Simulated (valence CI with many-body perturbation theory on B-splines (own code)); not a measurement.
I¹⁴⁺: key properties

Computed by relativistic CI+MBPT: three valence electrons over a frozen Dirac-Fock core [Kr], a basis of 9 s, 9 p, 10 d, 8 f, 5 g, 3 h, 1 i functions for each j, with the one-electron correlation potential Σ1, the two-electron term Σ2, the three-electron term Σ3, Breit, model QED; selected CI, second order for the rest (own B-spline code, finite nucleus).

No measured levels were compared; by estimate terms of the open shell hold to 2 to 4 % of their energy, and close levels can change places. Core correlation moves these levels by up to 3400 cm⁻¹, and in measured spectra 5 to 20 % of such shifts remained as error; rates that hang on mixing are uncertain with them. Only levels of the ground parity were solved; by the run's estimate the other parity begins above the list, which can be wrong where configurations are misplaced.

Names give the largest LS component (configuration and term), which can be under half, so a name can repeat, a term be missing and a line seem to break the LS rules; names also repeat where a configuration has a term twice.

Rates and lifetimes use the calculated energies. Strong lines usually hold to 10 to 20 %, long lifetimes can be off by a factor of two.

(1) What is the ground level?

(2) How well does LS coupling describe the low levels?

(3) How is the term 4F of the ground level split?

(4) What is the ionisation energy?

Answers

(1) 4d3 4F_3/2, composition 86 % 4d3 4F + 12 % 4d3 2D, g = 0.464.

(2) Among the lowest 19 levels the leading LS term, summed over configurations, holds 79 % on average. For single configurations the figures are 79 % in LS and 74 % in jj coupling. Terms mix most in the J = 3/2 level at 49229 cm⁻¹, where the leading one holds 48 %.

(3) J = 3/2 at 0.0, J = 5/2 at 9783, J = 7/2 at 18223, J = 9/2 at 24322 cm⁻¹.

(4) 336.36 eV; NIST lists 335 ± 3 eV (theoretical).
